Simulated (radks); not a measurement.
Question: These are the eigenvalues of the occupied orbitals of an atom or ion with whole-number occupations (hartree). Method: Dirac Kohn-Sham, PBEsol, spin-unpolarised, spherical densities, point nucleus; computed with a radial shooting solver on a logarithmic mesh with Libxc functionals.

| orbital | eigenvalue |
|---|---|
| 1s1/2 | -1969.194 |
| 2s1/2 | -327.8552 |
| 2p1/2 | -311.8240 |
| 2p3/2 | -282.4330 |
| 3s1/2 | -73.06452 |
| 3p1/2 | -66.07333 |
| 3p3/2 | -59.97070 |
| 3d3/2 | -47.95327 |
| 3d5/2 | -46.62026 |
| 4s1/2 | -14.54734 |
| 4p1/2 | -11.79135 |
| 4p3/2 | -10.42543 |
| 4d3/2 | -5.88843 |
| 4d5/2 | -5.64120 |
| 5s1/2 | -1.93504 |
| 5p1/2 | -1.19425 |
| 5p3/2 | -1.02133 |
| 4f5/2 | -0.26754 |
| 4f7/2 | -0.23533 |
| 6s1/2 | -0.22995 |
| 6d3/2 | -0.02614 |

Which element is it, and in what charge state? The configuration may be excited. Open shells, if any, fill j = l - 1/2 first.

Answer: Z = 66, dysprosium, charge 0: Dy in [Xe] 4f10 6s1 6d1. The list shows which subshells hold electrons but not how many an open one holds; the 1s level, -1969.2 hartree, gives Z - s = 62.8 by -(Z - s)^2/2, which with screening and relativity narrows Z to a few neighbours, and the depths of the outer levels then fix element, charge and occupations together.
